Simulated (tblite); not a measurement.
Species: CH₁₀F₂Si₄.
Numbering: `[F:1][CH2:2][SiH2:3][SiH2:4][Si@H:5]([F:6])[SiH3:7]` (hydrogens: H8, H9 on C2; H10, H11 on Si3; H12, H13 on Si4; H14 on Si5; H15, H16, H17 on Si7)

Computed with GFN2-xTB (tblite), gas phase: L-BFGS steps from a force-field or distance-geometry start until the largest atomic force falls under 0.01 eV/Å.

Step 125: E = -643.4452 eV
```
atom  x, y, z in Å  |  force x, y, z in eV/Å
F1     -1.2491    1.2214    0.5138   -0.017   0.009   0.003
C2     -2.2528    0.2641    0.5093   -0.028  -0.037  -0.048
Si3    -1.8368   -1.0512   -0.8347    0.083   0.005   0.084
Si4     0.3739   -1.6817   -0.4541   -0.050   0.040  -0.007
Si5     1.6344   -0.2360    0.8743   -0.017   0.047  -0.010
F6      0.8152   -0.1990    2.2847    0.009   0.003  -0.013
Si7     2.0592    1.9373    0.1912   -0.015  -0.002  -0.051
H8     -3.1832    0.8042    0.3248   -0.014  -0.023   0.011
H9     -2.2853   -0.1490    1.5199    0.009   0.018  -0.008
H10    -2.9167   -2.0411   -0.7142    0.013   0.005   0.005
H11    -2.0520   -0.3635   -2.1137   -0.012  -0.005  -0.027
H12     1.0467   -1.8262   -1.7566    0.013   0.027  -0.042
H13     0.3948   -3.0612    0.0631   -0.035  -0.035   0.030
H14     2.8509   -0.9076    1.3592    0.014  -0.015   0.004
H15     0.8830    2.7956    0.0691    0.042  -0.038   0.003
H16     2.7010    1.8687   -1.1324   -0.027  -0.005   0.027
H17     3.0098    2.6375    1.0595    0.032   0.006   0.041
```

Step 126: E = -643.4459 eV
```
atom  x, y, z in Å  |  force x, y, z in eV/Å
F1     -1.2448    1.2376    0.4802   -0.042  -0.026   0.001
C2     -2.2463    0.2766    0.4994   -0.020  -0.029  -0.014
Si3    -1.8424   -1.0608   -0.8258    0.079  -0.004   0.072
Si4     0.3729   -1.6761   -0.4592    0.009  -0.009  -0.051
Si5     1.6336   -0.2405    0.8800   -0.014   0.051  -0.046
F6      0.8106   -0.2080    2.2870   -0.011   0.008   0.017
Si7     2.0559    1.9348    0.2005    0.013  -0.035  -0.042
H8     -3.1794    0.8112    0.3115   -0.009  -0.026   0.030
H9     -2.2683   -0.1209    1.5183    0.001   0.043  -0.056
H10    -2.9164   -2.0542   -0.6756    0.020   0.017   0.007
H11    -2.0735   -0.4000   -2.1161   -0.016  -0.002  -0.023
H12     1.0479   -1.8007   -1.7668   -0.018   0.039   0.006
H13     0.4090   -3.0653    0.0350   -0.040  -0.010   0.029
H14     2.8475   -0.9150    1.3656    0.019  -0.016   0.005
H15     0.8825    2.7938    0.0859    0.009  -0.012  -0.002
H16     2.6946    1.8682   -1.1237   -0.023  -0.005   0.015
H17     3.0096    2.6314    1.0671    0.045   0.014   0.053
```

Question: Estimate the geometry and energy of step 127. (The exact step hangs on the optimiser's Hessian estimate; all steps are aligned on step 126, rigid shifts and turns removed.)

Answer: E = -643.4467 eV, largest force 0.077 eV/Å
```
atom  x, y, z in Å  |  force x, y, z in eV/Å
F1     -1.2365    1.2404    0.4540   -0.056  -0.034  -0.007
C2     -2.2398    0.2811    0.4920   -0.018  -0.022   0.003
Si3    -1.8490   -1.0736   -0.8195    0.034  -0.004   0.050
Si4     0.3704   -1.6723   -0.4675    0.046  -0.023  -0.057
Si5     1.6262   -0.2390    0.8786   -0.004   0.049  -0.019
F6      0.7915   -0.2060    2.2801    0.003   0.007  -0.002
Si7     2.0598    1.9376    0.2074    0.024  -0.035  -0.005
H8     -3.1738    0.8149    0.3069   -0.004  -0.025   0.027
H9     -2.2532   -0.1041    1.5161   -0.001   0.041  -0.062
H10    -2.9174   -2.0711   -0.6423    0.042   0.042   0.004
H11    -2.0990   -0.4320   -2.1174   -0.013  -0.012  -0.004
H12     1.0461   -1.7854   -1.7762   -0.024   0.047   0.006
H13     0.4201   -3.0652    0.0141   -0.042  -0.016   0.037
H14     2.8362   -0.9172    1.3740   -0.006  -0.003  -0.004
H15     0.8946    2.8076    0.0994    0.000  -0.010   0.000
H16     2.6967    1.8760   -1.1164   -0.013  -0.008  -0.005
H17     3.0202    2.6203    1.0800    0.031   0.005   0.038
```

The energy changes by -0.0008 eV. The first-order estimate −F·Δx gives -0.0011 eV and the mean of the old and new forces, exact on a quadratic surface, -0.0008 eV. The step makes an angle of 87° with the force vector and moves no atom by more than 0.041 Å.

The cost below is that of the whole relaxation. The run took 2.9 s on one thread, Arm Neoverse N1 (aarch64), no GPU, shared host.
